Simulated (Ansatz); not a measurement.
H2Sn (SMILES [SnH2]) moved off its minimum; all values from Ansatz (a program for electronic structure), cores frozen in correlated methods. Elements past Kr take the def2 small-core potentials, without spin–orbit coupling.
(charge 0, multiplicity 1)
```xyz
3

Sn     0.07723     0.02192     0.05857
H     -0.24957    -1.23695    -1.15055
H     -0.11658     1.26430    -1.22465
```

Forces at wB97M-V/def2-TZVPP (eV/Å):

```json
[
 {"atom": "Sn1", "Fx": "-0.091", "Fy": "0.145", "Fz": "-0.479"},
 {"atom": "H2", "Fx": "0.038", "Fy": "0.081", "Fz": "0.161"},
 {"atom": "H3", "Fx": "0.053", "Fy": "-0.226", "Fz": "0.318"}
]
```

Task: Give the forces (eV/Å), the total energy and the dipole at CCSD(T)/def2-TZVPPD.

Result: 
```tsv
atom	Fx	Fy	Fz
Sn1	-0.025	0.156	-0.163
H2	-0.006	-0.115	0.005
H3	0.031	-0.040	0.158
```
Energy -214.5971 hartree, dipole 0.75 D.

Doubts at one or more of the structures used: a restricted determinant that unrestricted orbitals would lower (CCSD(T)/def2-TZVPPD).
